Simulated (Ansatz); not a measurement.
A calculation with Ansatz (development build ahead of 0.2.0).

```yaml
crystal:
  periodic: [false, false, false]
  atoms:
    - { symbol: Ti, position_ang: [0.0, 0.0, 0.0] }
    - { symbol: S, position_ang: [0.0, 0.0, 2.08] }
basis:
  gaussian: { orbitals: pcseg-2 }
magnetization:
  initial_magnetization: 2
hamiltonian:
  xc: pbe0
```

The input is written out in the form of the current development build from the run's settings.

Output:

```yaml
Converged: yes
Total_energy: -1247.31613 hartree
Spin_squared_of_the_determinant: 2.000
Stability_test: minimum among restricted orbitals
```

Caution: no unrestricted run beside it, a lower state can exist.
